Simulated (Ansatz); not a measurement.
Calculated with Ansatz (gas phase, PBE0-D4/def2-TZVP geometries, no zero-point term in ΔE). CCSD(T)/CBS adds triple-zeta CCSD(T) − MP2 to the extrapolated MP2 energy (def2 sets, frozen cores). Functionals use def2-TZVPP. For Ge outer-core shells are correlated without core-valence functions, which leaves a few kJ/mol of doubt a bond. Scalar relativity is left out up to krypton. Each species was taken in one conformer, which may not be the lowest.

`CB(S)CF` + `N[CH](F)[GeH3]` → `CB(S)C(N)F` + `F[CH2][GeH3]`  (redistribution)

```tsv
level	ΔE (eV)
r2SCAN-D4	0.02
PBE0-D4	0.01
PBE	0.03
CCSD/CBS(def2)	0.03
```

Question: What does CCSD(T)/CBS give? (An estimate is asked.)

Answer: The calculation gave: +0.02 eV. The listed levels differ from it by 0.00, -0.01, 0.01, 0.01 eV.

Largest T1 diagnostic among the species: 0.013.

In def2-TZVPP, CCSD(T) changes the Hartree–Fock value by −0.05 eV (the triples alone add −0.01 eV) and MP2 by −0.04 eV.
